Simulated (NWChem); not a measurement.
The numbers come from NWChem runs, not from measurements. System: BiCl₃, charge 0, spin multiplicity 1, at a geometry optimised with PBE0/def2-SVP with def2 effective core potentials on Bi. The structure started from a generated list of species. Level: PBE/def2-SVP with def2 effective core potentials on Bi.

Job file:

```
start mol
memory heap 200 mb stack 900 mb global 1100 mb
geometry units angstroms nocenter noautoz noautosym
  Bi     0.002103     0.446832     0.000000
  Cl    -1.083613    -0.722116     1.870969
  Cl    -1.083613    -0.722116    -1.870969
  Cl     2.156961    -0.737359     0.000000
end
basis spherical
  * library def2-svp
end
ecp
  Bi library def2-ecp
end
dft
  xc xpbe96 cpbe96
  semidirect memsize 60000000 filesize 0
  iterations 100
end
task dft energy
```

NWChem printed:

```
             Northwest Computational Chemistry Package (NWChem) 7.3.0
             --------------------------------------------------------

                                NWChem Input Module
                                -------------------

 Scaling coordinates for geometry "geometry" by  1.889725989
 (inverse scale =  0.529177249)

                             Geometry "geometry" -> ""
                             -------------------------

 Output coordinates in angstroms (scale by  1.889725989 to convert to a.u.)

  No.       Tag          Charge          X              Y              Z
 ---- ---------------- ---------- -------------- -------------- --------------
    1 Bi                  83.0000     0.00210300     0.44683200     0.00000000
    2 Cl                  17.0000    -1.08361300    -0.72211600     1.87096900
    3 Cl                  17.0000    -1.08361300    -0.72211600    -1.87096900
    4 Cl                  17.0000     2.15696100    -0.73735900     0.00000000

 Effective nuclear repulsion energy (a.u.)    1033.6229883785

            Nuclear Dipole moment (a.u.)
            ----------------------------
        X                 Y               Z
 ---------------- ---------------- ----------------
     0.0000831479     0.0000170075     0.0000000000


 Summary of "ao basis" -> "" (spherical)
 ------------------------------------------------------------------------------
       Tag                 Description            Shells   Functions and Types
 ---------------- ------------------------------  ------  ---------------------
 *                          def2-svp                  on all atoms

 Summary of "ao basis" -> "ao basis" (spherical)
 ------------------------------------------------------------------------------
       Tag                 Description            Shells   Functions and Types
 ---------------- ------------------------------  ------  ---------------------
 Bi                         def2-svp                10       26   4s4p2d
 Cl                         def2-svp                 8       18   4s3p1d

 Summary of "ao basis" -> "ao basis" (spherical)
 ------------------------------------------------------------------------------
       Tag                 Description            Shells   Functions and Types
 ---------------- ------------------------------  ------  ---------------------
 Bi                         def2-svp                10       26   4s4p2d
 Cl                         def2-svp                 8       18   4s3p1d

            General Information
            -------------------
          SCF calculation type: DFT
          Wavefunction type:  closed shell.
          No. of atoms     :     4
          No. of electrons :    74
           Alpha electrons :    37
            Beta electrons :    37
          Charge           :     0
          Spin multiplicity:     1
          Use of symmetry is: off; symmetry adaption is: off
          Maximum number of iterations: 100
          AO basis - number of functions:    80
                     number of shells:    34
          Convergence on energy requested:  1.00D-06
          Convergence on density requested:  1.00D-05
          Convergence on gradient requested:  5.00D-04

              XC Information
              --------------
          PerdewBurkeErnzerhof Exchange Functional  1.000
            Perdew 1991 LDA Correlation Functional  1.000 local
           PerdewBurkeErnz. Correlation Functional  1.000 non-local

             Grid Information
             ----------------
          Grid used for XC integration:  medium
          Radial quadrature: Mura-Knowles
          Angular quadrature: Lebedev.
          Tag              B.-S. Rad. Rad. Pts. Rad. Cut. Ang. Pts.
          ---              ---------- --------- --------- ---------
          Bi                  1.60      123           8.0       590
          Cl                  1.00       88          10.0       590
          Grid pruning is: on
          Number of quadrature shells:   387
          Spatial weights used:  Erf1

          Convergence Information
          -----------------------
          Convergence aids based upon iterative change in
          total energy or number of iterations.
          Levelshifting, if invoked, occurs when the
          HOMO/LUMO gap drops below (HL_TOL):  1.00D-02
          DIIS, if invoked, will attempt to extrapolate
          using up to (NFOCK): 10 stored Fock matrices.

                    Damping( 0%)  Levelshifting(0.5)       DIIS
                  --------------- ------------------- ---------------
          dE  on:    start            ASAP                start
          dE off:    2 iters        100 iters           100 iters

      Screening Tolerance Information
      -------------------------------
          Density screening/tol_rho:  1.00D-10
          AO Gaussian exp screening on grid/accAOfunc:  14
          CD Gaussian exp screening on grid/accCDfunc:  20
          XC Gaussian exp screening on grid/accXCfunc:  20
          Schwarz screening/accCoul:  1.00D-08

      Superposition of Atomic Density Guess
      -------------------------------------

 Sum of atomic energies:       -1623.38957022

      Non-variational initial energy
      ------------------------------

 Total energy =   -1591.657623
 1-e energy   =   -3026.942648
 2-e energy   =    1060.226047
 HOMO         =      -0.337554
 LUMO         =      -0.009112

------------------------------------------------------------
EAF file 0: "./mol.aoints.0" size=524288 bytes
------------------------------------------------------------
               write      read    awrite     aread      wait
               -----      ----    ------     -----      ----
     calls:        1         0         0         0         0
   data(b): 5.24e+05  0.00e+00  0.00e+00  0.00e+00
   time(s): 0.00e+00  0.00e+00  0.00e+00  0.00e+00  0.00e+00
rate(mb/s): 0.00e+00  0.00e+00
------------------------------------------------------------

   convergence    iter        energy       DeltaE   RMS-Dens  Diis-err    time
 ---------------- ----- ----------------- --------- --------- ---------  ------
 d= 0,ls=0.0,diis     1  -1594.2519334802 -1.97D+03  3.90D-02  9.00D-01     0.9
 d= 0,ls=0.0,diis     2  -1593.7178259700  5.34D-01  2.54D-02  3.86D+00     1.1
 d= 0,ls=0.0,diis     3  -1594.3812200111 -6.63D-01  3.26D-03  3.51D-02     1.3
 d= 0,ls=0.0,diis     4  -1594.3862290148 -5.01D-03  1.11D-03  6.55D-03     1.5
 d= 0,ls=0.0,diis     5  -1594.3871471039 -9.18D-04  1.09D-04  8.11D-05     1.7
  Resetting Diis
 d= 0,ls=0.0,diis     6  -1594.3871565336 -9.43D-06  3.94D-05  9.00D-06     1.9
 d= 0,ls=0.0,diis     7  -1594.3871581002 -1.57D-06  2.07D-05  2.88D-07     2.1
 d= 0,ls=0.0,diis     8  -1594.3871579332  1.67D-07  1.41D-05  1.25D-06     2.3
 d= 0,ls=0.0,diis     9  -1594.3871581535 -2.20D-07  9.85D-07  1.04D-08     2.5

         Total DFT energy =    -1594.387158153493
      One electron energy =    -3027.553034513478
           Coulomb energy =     1159.531536413124
    Exchange-Corr. energy =     -101.424637786290
 Nuclear repulsion energy =      375.058977733151

 Numeric. integr. density =       74.000001100750

     Total iterative time =      2.2s

                       DFT Final Molecular Orbital Analysis
                       ------------------------------------

 Vector   35  Occ=2.000000D+00  E=-2.753083D-01
              MO Center= -6.3D-01, -6.8D-01, -4.7D-01, r^2= 5.2D+00
   Bfn.  Coefficient  Atom+Function         Bfn.  Coefficient  Atom+Function
  ----- ------------  ---------------      ----- ------------  ---------------
    56      0.336746  3 Cl py                57     -0.328431  3 Cl pz
    39     -0.279189  2 Cl pz                53      0.252074  3 Cl py
    54     -0.237231  3 Cl pz                38     -0.228606  2 Cl py
    36     -0.204978  2 Cl pz                75     -0.174491  4 Cl pz
    35     -0.171110  2 Cl py                50      0.147175  3 Cl py

 Vector   36  Occ=2.000000D+00  E=-2.706808D-01
              MO Center= -3.5D-03, -7.2D-01, -4.8D-05, r^2= 5.8D+00
   Bfn.  Coefficient  Atom+Function         Bfn.  Coefficient  Atom+Function
  ----- ------------  ---------------      ----- ------------  ---------------
    75      0.384328  4 Cl pz                37     -0.332841  2 Cl px
    55      0.332856  3 Cl px                72      0.281801  4 Cl pz
    34     -0.244049  2 Cl px                52      0.244061  3 Cl px
    39     -0.192183  2 Cl pz                57     -0.192185  3 Cl pz
    69      0.164472  4 Cl pz                31     -0.142439  2 Cl px

 Vector   37  Occ=2.000000D+00  E=-2.692038D-01
              MO Center= -2.6D-03, -5.4D-01, -3.3D-05, r^2= 5.7D+00
   Bfn.  Coefficient  Atom+Function         Bfn.  Coefficient  Atom+Function
  ----- ------------  ---------------      ----- ------------  ---------------
    38      0.366032  2 Cl py                56      0.366045  3 Cl py
    74      0.366671  4 Cl py                 3     -0.271689  1 Bi s
    35      0.261778  2 Cl py                53      0.261787  3 Cl py
    71      0.262166  4 Cl py                 4     -0.205310  1 Bi s
     1      0.185224  1 Bi s                 12     -0.184360  1 Bi py

 Vector   38  Occ=0.000000D+00  E=-1.091184D-01
              MO Center=  5.3D-04,  1.1D-01,  7.4D-07, r^2= 4.5D+00
   Bfn.  Coefficient  Atom+Function         Bfn.  Coefficient  Atom+Function
  ----- ------------  ---------------      ----- ------------  ---------------
     3      0.582031  1 Bi s                 12     -0.560091  1 Bi py
    15     -0.558410  1 Bi py                73      0.330995  4 Cl px
    39      0.286667  2 Cl pz                57     -0.286666  3 Cl pz
     1     -0.254625  1 Bi s                  6      0.248402  1 Bi py
    70      0.190210  4 Cl px                36      0.164725  2 Cl pz

 Vector   39  Occ=0.000000D+00  E=-9.610836D-02
              MO Center= -4.9D-02,  3.1D-01,  9.3D-03, r^2= 4.3D+00
   Bfn.  Coefficient  Atom+Function         Bfn.  Coefficient  Atom+Function
  ----- ------------  ---------------      ----- ------------  ---------------
    16      0.660682  1 Bi pz                13      0.587135  1 Bi pz
     7     -0.264500  1 Bi pz                38     -0.248617  2 Cl py
    56      0.223410  3 Cl py                30     -0.216559  2 Cl s
    55      0.217557  3 Cl px                37     -0.203532  2 Cl px
    75     -0.197884  4 Cl pz                48      0.194744  3 Cl s

 Vector   40  Occ=0.000000D+00  E=-9.610813D-02
              MO Center=  5.2D-02,  3.1D-01, -9.3D-03, r^2= 4.3D+00
   Bfn.  Coefficient  Atom+Function         Bfn.  Coefficient  Atom+Function
  ----- ------------  ---------------      ----- ------------  ---------------
    14      0.660677  1 Bi px                11      0.587128  1 Bi px
    73      0.284492  4 Cl px                74     -0.275008  4 Cl py
     5     -0.264496  1 Bi px                66     -0.237470  4 Cl s
    57      0.224574  3 Cl pz                39     -0.194283  2 Cl pz
    56      0.158875  3 Cl py                71     -0.157501  4 Cl py

 center of mass
 --------------
 x =   0.00048483 y =   0.10289713 z =   0.00000000

 moments of inertia (a.u.)
 ------------------
        1218.070159402745           2.494483513891           0.000000000000
           2.494483513891        1748.512782410174           0.000000000000
           0.000000000000           0.000000000000        1218.056531014391

     Multipole analysis of the density
     ---------------------------------

     L   x y z        total         alpha         beta         nuclear
     -   - - -        -----         -----         ----         -------
     0   0 0 0     -0.000000    -37.000000    -37.000000     74.000000

     1   1 0 0      0.006937      0.122650      0.122650     -0.238362
     1   0 1 0      1.474391     26.068888     26.068888    -50.663386
     1   0 0 1     -0.000011     -0.000005     -0.000005      0.000000

     2   2 0 0    -52.022221   -238.517393   -238.517393    425.012566
     2   1 1 0      0.021418      0.745116      0.745116     -1.468814
     2   1 0 1      0.000021      0.000011      0.000011      0.000000
     2   0 2 0    -47.470854    -80.094635    -80.094635    112.718416
     2   0 1 1      0.000014      0.000007      0.000007      0.000000
     2   0 0 2    -52.022327   -238.521362   -238.521362    425.020396

 Task  times  cpu:        2.5s     wall:        2.5s

 Total times  cpu:        2.5s     wall:        2.5s
```
